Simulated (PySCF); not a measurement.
# MP for M along group 12

PBE with triple-zeta basis sets in PySCF, for the lowest determinant that a PBE0 search found; no spin–orbit coupling. De refers to high-spin ground-configuration atoms. A positive dipole means M(−)P(+).

| M | basis | state (unpaired electrons) | Re (Å) | ωe (cm⁻¹) | De (eV) | μ (D) |
| --- | --- | --- | --- | --- | --- | --- |
| Zn | x2c-TZVPPall | quartet (σ ↑, π ↑↑) | 2.441 | 215 | 0.47 | -0.61 |
| Cd | def2-TZVPP | quartet (σ ↑, π ↑↑) | 2.693 | 163 | 0.36 | -0.76 |
| Hg | def2-TZVPP | quartet (σ ↑, π ↑↑) | 2.787 | 108 | 0.16 | -0.27 |

The shortest bond is that of ZnP (2.441 Å), the longest that of HgP (2.787 Å).

The rows differ in basis set, which adds steps of its own.

Down a group the atoms grow and get heavier, so bonds lengthen and wavenumbers fall; this series shows no clear exception.

Weak bonds: CdP, HgP, ZnP. Basis-set superposition, not corrected here, can be much of De in a small basis, most of all at correlated wavefunction levels. Functionals without a dispersion term scatter widely for such bonds, and LDA overbinds them. Spin–orbit coupling is left out, which matters for elements this heavy, above all for dissociation energies. States were picked by a PBE0 search and need not be the measured ground states.
